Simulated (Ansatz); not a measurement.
Relaxation of ClFH4OW (8 atoms, charge 0, multiplicity 1), to a largest force component of 0.02 eV/Å in at most 40 steps.

Computed with Ansatz, RKS PBE/def2-SVP.

```xyz
8
Properties=species:S:1:pos:R:3:forces:R:3
W 0.000 0.000 0.000 2.15 -0.49 5.33
O 0.000 0.000 1.940 -2.58 -0.37 -0.68
H -0.909 -0.281 2.277 1.13 0.09 0.54
H 1.720 0.000 0.000 1.67 -0.17 -2.20
F 0.000 1.850 0.000 0.11 -0.25 -0.27
H -1.720 0.000 0.000 -1.73 -0.19 -1.80
Cl 0.000 -2.390 0.000 -0.03 1.57 -0.19
H 0.000 0.000 -1.720 -0.72 -0.18 -0.73
```

**Question.** Where does it end, and by what steps?

**Answer.** The forces met the threshold. After 27 steps the energy has fallen by 3.310 eV; H6 moved furthest, 0.97 Å.

```
step  energy less start (eV)  largest force component (eV/Å)  accepted
   0                  0.0000                           5.330       yes
   1                 -1.4052                           1.799       yes
   2                 -2.1284                           1.398       yes
   3                 -2.6893                           1.006       yes
   4                 -3.0222                           0.770       yes
   5                 -3.1745                           0.353       yes
   6                 -3.2174                           0.161       yes
   7                 -3.2314                           0.273       yes
   8                 -3.2335                           0.072       yes
   9                 -3.2342                           0.029       yes
  10                 -3.2352                           0.054       yes
  11                 -3.2363                           0.109       yes
  12                 -3.2369                           0.149       yes
  13                 -3.2374                           0.137       yes
  14                 -3.2388                           0.096       yes
  15                 -3.2424                           0.455       yes
  16                 -3.2488                           0.467       yes
  17                 -3.2554                           0.601       yes
  18                 -3.2602                           0.776       yes
  19                 -3.2782                           0.551       yes
  20                 -3.2688                           0.541        no
  21                 -3.2921                           0.193       yes
  22                 -3.3011                           0.153       yes
  23                 -3.3044                           0.454       yes
  24                 -3.3091                           0.152       yes
  25                 -3.3103                           0.050       yes
  26                 -3.3098                           0.106        no
  27                 -3.3105                           0.009       yes
```

```xyz
8
Properties=species:S:1:pos:R:3
W -0.085 0.284 0.237
O -0.415 0.004 2.087
H -0.527 -0.863 2.531
H 1.456 0.007 -0.403
F 0.055 2.101 -0.113
H -1.341 0.126 -0.885
Cl -0.204 -2.105 0.351
H 0.152 -0.376 -1.307
```

Whether the end is a true minimum wasn't checked by a vibrational analysis.

Run time: 2.1 min on 1 thread of Arm Neoverse V1, with other jobs on the host, peak memory 0.15 GiB.
